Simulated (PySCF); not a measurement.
Species: C8H9F3.
Cartesian coordinates in Å at the GFN2-xTB level; atoms count from 1:
```xyz
20
C8H9F3 angstrom
C      3.0029    0.8670   -0.0002
C      2.0082    0.0292   -0.2254
C      0.6309    0.1996    0.3144
C      0.0028   -1.0625    0.9575
C     -1.0801   -1.0328   -0.0851
C     -2.1533   -1.7511   -0.3346
C     -0.4893    0.1829   -0.7628
C     -1.3841    1.4013   -0.7579
F     -2.4379    1.2643   -1.5798
F     -1.8834    1.6762    0.4565
F     -0.7352    2.5096   -1.1571
H      2.8731    1.7516    0.6010
H      3.9859    0.7060   -0.4076
H      2.1564   -0.8523   -0.8361
H      0.5798    1.0814    0.9544
H     -0.3475   -0.9271    1.9789
H      0.6372   -1.9472    0.9185
H     -2.4205   -2.5899    0.2850
H     -2.8063   -1.5253   -1.1607
H     -0.1447    0.0297   -1.7883
```

NICS is the negative of the GIAO shielding at a point without a nucleus: at the ring centre (0) and 1 Å above and below it (1); zz is the component along the ring normal. Level: GIAO PBE0/pcSseg-1 (PySCF, non-relativistic, gas phase) on the GFN2-xTB geometry, one conformer.

Ring bond lengths (Å), with Mayer bond orders in brackets: C3–C4 1.549 (1.01), C4–C5 1.504 (1.02), C5–C7 1.512 (0.94), C7–C3 1.554 (0.93).

**Question.** Give the NICS values of each ring in ppm.

**Answer.** 
```json
{"ring": "C3–C4–C5–C7", "type": "4-membered carbocycle; formal bonds all single", "NICS(0)": "2.5", "NICS(1), two faces": "-0.3 / -0.8", "NICS(1)zz, two faces": "2.2 / 2.0", "rms pucker (Å)": "0.01", "centre to ring atoms, mean (Å)": "1.08"}
```

**Question.** What do they say, and how far can they be read as aromaticity?

**Answer.** 
- C3–C4–C5–C7: mean NICS(1)zz 2.1 ppm, near zero. C3, C4, C7 have four or more neighbours, so the value isn't read as a sign of a π ring current.

**Question.** At the second NICS(1) probe listed for ring C3–C4–C5–C7, 1 Å off the ring, how large is the induced field along the normal in 14.1 T applied along it?

**Answer.** NICSzz × B0 = 2.0 ppm × 14.1 T = 28 μT, along the applied field.

On one thread of an x86-64 server, no GPU, on a shared host, this took 63 s wall. This is the whole shielding run at PBE0/pcSseg-1, SCF included.
